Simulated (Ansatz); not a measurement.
Rb5H4, 9 atoms. Hardware: 4 threads of Arm Neoverse V1 on a shared host.

In the def2 sets Rb takes a core potential; there is no spin–orbit coupling. Correlated methods freeze no core orbitals; core or outer-core shells of Rb are correlated, in sets that lack core-valence functions.

(1) How many basis functions does each of these Ansatz runs have, and roughly what does it cost? LC-ωPBE/def2-TZVP, charge 0 doublet, energy, from earlier orbitals; CCSD(T)/def2-SVP, charge 0 doublet, energy, from earlier orbitals; HSE06-D4/def2-TZVP, charge 0 doublet, energy, from earlier orbitals; r2SCAN-D4/def2-TZVP, charge 0 doublet, energy, from earlier orbitals; HF/STO-3G, charge 0 doublet, energy; PBE-D4/def2-SVP, charge 0 doublet, energy with a search over starts; PBE-D4/def2-TZVP, charge 0 doublet, energy and forces, from earlier orbitals; ωB97X-V/def2-TZVP, charge 0 doublet, energy, from earlier orbitals; PBE-D4/def2-SVP, charge 0 doublet, energy, from earlier orbitals; PBE0-D4/def2-TZVP, charge 0 doublet, energy, from earlier orbitals; B3LYP-D4/def2-SVP, charge 0 doublet, relaxation, 9 steps; PBE0-D4/def2-SVP, charge 0 doublet, energy, from earlier orbitals.

Answers

(1) Other jobs shared the machine, so times can vary by a factor of up to 3. A dash marks memory too small to be measured apart from the calling script's.

```tsv
run	functions	fitting or Cholesky vectors	wall time	peak host memory (GiB)
HF/STO-3G, charge 0 doublet, energy	114	1105	3 s	0.72
PBE-D4/def2-SVP, charge 0 doublet, energy, from earlier orbitals	140	1582	6 s	–
PBE0-D4/def2-SVP, charge 0 doublet, energy, from earlier orbitals	140	1582	7 s	0.62
LC-ωPBE/def2-TZVP, charge 0 doublet, energy, from earlier orbitals	189	1796	10 s	0.81
PBE-D4/def2-TZVP, charge 0 doublet, energy and forces, from earlier orbitals	189	1796	11 s	–
PBE-D4/def2-SVP, charge 0 doublet, energy with a search over starts	140	1582	12 s	–
PBE0-D4/def2-TZVP, charge 0 doublet, energy, from earlier orbitals	189	1796	13 s	0.89
HSE06-D4/def2-TZVP, charge 0 doublet, energy, from earlier orbitals	189	1796	13 s	1
r2SCAN-D4/def2-TZVP, charge 0 doublet, energy, from earlier orbitals	189	1796	20 s	0.68
B3LYP-D4/def2-SVP, charge 0 doublet, relaxation, 9 steps	140	1477	41 s	–
ωB97X-V/def2-TZVP, charge 0 doublet, energy, from earlier orbitals	189	1796	46 s	1.7
CCSD(T)/def2-SVP, charge 0 doublet, energy, from earlier orbitals	140	1349	4.1 min	4
```
